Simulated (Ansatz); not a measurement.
The cluster Sn4Te9⁻. The state is a doublet with charge -1. Geometry r2SCAN-D4/def2-SVP; atoms count from 1.

```xyz
13

Sn    7.023   -0.826   -0.420
Sn   -5.358   -0.921    2.218
Sn    0.375    0.699   -0.771
Sn   -1.370    1.366    2.893
Te    4.547    0.487   -0.650
Te    2.436   -1.324   -1.520
Te    1.300   -0.621   -4.032
Te    7.297    1.610    0.680
Te   -0.986   -0.927    1.266
Te   -6.190    0.585   -0.137
Te   -4.015    1.250    3.605
Te   -1.230   -0.489   -2.884
Te   -3.831   -0.890   -0.247
```

In the def2 sets Sn, Te take a core potential; there is no spin–orbit coupling. Single mean-field runs in def2-TZVP are fitted with def2-universal-jkfit. Another isomer (doublet) lies 0.70 eV lower at PBE0-D4/def2-TZVP; other spin states weren't run for this one.

Q: Estimate the Mulliken populations from the PBE0/def2-TZVP orbitals of Ansatz.

A: 
```json
{"atom": "Sn1", "charge (e)": "0.24", "spin (α − β)": "0.00"}
{"atom": "Sn2", "charge (e)": "0.25", "spin (α − β)": "-0.04"}
{"atom": "Sn3", "charge (e)": "0.32", "spin (α − β)": "-0.01"}
{"atom": "Sn4", "charge (e)": "0.32", "spin (α − β)": "-0.01"}
{"atom": "Te5", "charge (e)": "-0.14", "spin (α − β)": "0.00"}
{"atom": "Te6", "charge (e)": "-0.09", "spin (α − β)": "0.01"}
{"atom": "Te7", "charge (e)": "-0.13", "spin (α − β)": "0.00"}
{"atom": "Te8", "charge (e)": "-0.50", "spin (α − β)": "0.00"}
{"atom": "Te9", "charge (e)": "-0.34", "spin (α − β)": "0.25"}
{"atom": "Te10", "charge (e)": "-0.27", "spin (α − β)": "0.34"}
{"atom": "Te11", "charge (e)": "-0.41", "spin (α − β)": "0.01"}
{"atom": "Te12", "charge (e)": "-0.24", "spin (α − β)": "0.00"}
{"atom": "Te13", "charge (e)": "-0.01", "spin (α − β)": "0.44"}
```
Mulliken values depend strongly on the basis.

Q: Where does the spin sit?

A: Summed by element: Sn -0.06, Te 1.06, of 1 unpaired in all. Largest on single atoms: Te13 0.44, Te10 0.34, Te9 0.25.

Q: And the Mayer bond orders between heavy atoms (over 0.3)?

A: Sn1–Te5 0.99 (2.81 Å); Sn1–Te8 1.50 (2.69 Å); Sn2–Te10 0.83 (2.92 Å); Sn2–Te11 0.89 (2.91 Å); Sn2–Te13 0.76 (2.90 Å); Sn3–Te6 0.70 (2.98 Å); Sn3–Te9 0.77 (2.94 Å); Sn3–Te12 0.86 (2.91 Å); Sn4–Te9 0.99 (2.84 Å); Sn4–Te11 1.32 (2.74 Å); Te5–Te6 0.78 (2.91 Å); Te5–Te8 0.47 (3.25 Å); Te6–Te7 0.95 (2.85 Å); Te7–Te12 1.04 (2.78 Å); Te9–Te13 0.45 (3.22 Å); Te10–Te13 1.16 (2.78 Å).
